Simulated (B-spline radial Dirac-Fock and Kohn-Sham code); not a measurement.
# X-ray form factors of aluminum in several charge states

These are calculated numbers from a radial atomic solver; the model is Dirac-Fock orbitals of the configuration average with a finite nucleus.

Configurations: Al [Ne] 3s2 3p1; Al⁶⁺ [He] 2s2 2p3; Al⁷⁺ [He] 2s2 2p2; Al⁹⁺ [He] 2s2. The first column is f₀ of Al, the others are differences from it.

```tsv
s (Å⁻¹)	Al	Δ Al⁶⁺	Δ Al⁷⁺	Δ Al⁹⁺
0	13.000	-6.000	-7.000	-9.000
0.1	11.229	-4.357	-5.326	-7.278
0.2	9.158	-2.650	-3.534	-5.349
0.3	7.873	-1.909	-2.669	-4.280
0.4	6.766	-1.450	-2.069	-3.439
0.5	5.693	-1.054	-1.534	-2.653
0.7	3.883	-0.465	-0.721	-1.396
0.9	2.711	-0.171	-0.292	-0.656
1.1	2.048	-0.054	-0.105	-0.283
1.4	1.571	0.000	-0.010	-0.056
```
